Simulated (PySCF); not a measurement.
## P: excitation energy

P [Ne] 3s2 3p3 (4S) → P [Ne] 3s1 3p4 (4P), as a difference of total energies. Calculation: PySCF 2.14, in def2-TZVPPD (6s5p4d1f, 48 functions); no relativity, point nucleus. Correlated levels: valence and next inner shell: 1s2 frozen. The calculations carry no spin-orbit coupling.

| method | excitation energy (eV) | error (eV) |
| --- | --- | --- |
| UHF | 7.935 | +0.540 |
| MP2 (valence and next inner shell) | 8.124 | +0.729 |
| SCS-MP2 (valence and next inner shell) | 8.124 | +0.729 |
| CCSD (valence and next inner shell) | 7.684 | +0.289 |
| CCSD(T) (valence and next inner shell) | 7.490 | +0.095 |

Reference: 7.395 eV (measured; NIST levels, between the centres of gravity of the two terms).

Errors of the correlated levels include the incompleteness of this basis and the frozen core.

The coupled-cluster amplitudes are large for the upper state (T1 above 0.03 or a double amplitude above 0.15), so a single reference is strained.
